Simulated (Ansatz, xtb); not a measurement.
# C8H10: which of two isomers lies lower

Structure a: `C=CC1=CC(C)=CC1`, a singlet. Structure b: `C=CC1=CCC=C1C`, a singlet. Both are isolated molecules in the gas phase, relaxed with B3LYP-D3(BJ)/def2-SVP; the shapes shown needn't be the lowest conformers.

a (Å):

```
atom    x (Å)    y (Å)    z (Å)
   C  -2.9437   0.9767  -1.3726
   C  -1.6884   0.5673  -1.6305
   C  -0.5046   0.9173  -0.8704
   C   0.7716   0.5090  -1.1225
   C   1.6967   1.0738  -0.1325
   C   3.1719   0.8193  -0.1285
   C   0.9790   1.8336   0.7326
   C  -0.4749   1.8074   0.3506
   H  -3.1735   1.6351  -0.5298
   H  -3.7827   0.6646  -1.9986
   H  -1.5152  -0.0924  -2.4889
   H   1.0731  -0.1461  -1.9435
   H   3.6353   1.1518  -1.0732
   H   3.6700   1.3441   0.6997
   H   3.3893  -0.2583  -0.0317
   H   1.3779   2.3877   1.5834
   H  -1.1120   1.4072   1.1609
   H  -0.8659   2.8172   0.1275
```

b (Å):

```xyz
18

C    -2.4064    1.4813   -0.8891
C    -1.2362    1.9999   -1.2964
C     0.1227    1.6085   -0.9300
C     1.2298    2.2291   -1.4259
C     2.4683    1.6034   -0.8645
C     1.9240    0.5287    0.0298
C     0.5706    0.5271   -0.0041
C    -0.3179   -0.4051    0.7612
H    -2.4773    0.6496   -0.1887
H    -3.3495    1.8909   -1.2593
H    -1.2730    2.8367   -2.0044
H     1.2247    3.0622   -2.1305
H     3.0893    2.3355   -0.3120
H     3.1253    1.1975   -1.6584
H     2.5432   -0.1494    0.6192
H     0.2813   -1.1017    1.3658
H    -0.9904    0.1424    1.4419
H    -0.9555   -1.0021    0.0885
```

**Question.** Estimate which is lower in electronic energy at CCSD(T)/def2-SVP + ΔMP2/def2-TZVPP, and by roughly how much.

**Answer.** The CCSD(T)/def2-SVP + ΔMP2/def2-TZVPP calculation puts structure a lower, by 2.4 kcal/mol.

The same difference at several levels:

```tsv
level	geometry	E(b) − E(a) (kcal/mol)	departure from the last row (kcal/mol)	job, with rough time for the two
GFN2-xTB	GFN2-xTB	+4.0	+1.6	optimisation, 0.26 s
HF/STO-3G	GFN2-xTB	+3.4	+1.0	single point, 0.85 s
r2SCAN-D4/def2-SVP	GFN2-xTB	+3.8	+1.4	single point, 11 s
B3LYP-D3(BJ)/def2-SVP	B3LYP-D3(BJ)/def2-SVP	+3.0	+0.6	optimisation, 1.9 min
HF/def2-SVP	B3LYP-D3(BJ)/def2-SVP	+3.6	+1.2	part of the CCSD(T) run
MP2/def2-SVP	B3LYP-D3(BJ)/def2-SVP	+3.0	+0.6	part of the CCSD(T) run
CCSD(T)/def2-SVP	B3LYP-D3(BJ)/def2-SVP	+2.7	+0.3	single point
CCSD(T)/def2-SVP + ΔMP2/def2-TZVPP	B3LYP-D3(BJ)/def2-SVP	+2.4		single point, 6.1 min
```

As drawn, both hold the same kinds of bond in the same numbers.

The levels shown agree on the order. The largest departure from CCSD(T)/def2-SVP + ΔMP2/def2-TZVPP is that of GFN2-xTB, 1.6 kcal/mol. A small imaginary or near-zero mode remains, so no thermal terms are given. The last row adds to CCSD(T) the change of the MP2 difference between the two basis sets, here −0.3 kcal/mol.

The correlated steps freeze 8 core orbitals. Programs: Ansatz 0.2.0, xtb 6.7.1; the last row on 2 threads of Arm Neoverse V1 on a shared host.
